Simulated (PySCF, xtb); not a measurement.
C2H8OSSi, SMILES C[Si](O)(S)C.

GFN2-xTB in xtb at its own geometry gives an orbital gap of 5.26 eV and a dipole moment of 4.38 D.

Geometry optimised at B3LYP-D3(BJ)/def2-SVP. One conformer was computed; it need not be the lowest.

Q: What does PBE/def2-TZVP in PySCF give? (An estimate is asked for; the answer gives what the named calculation found.)

A: gap 5.64 eV (levels -6.04 and -0.40 eV), dipole 0.74 D.
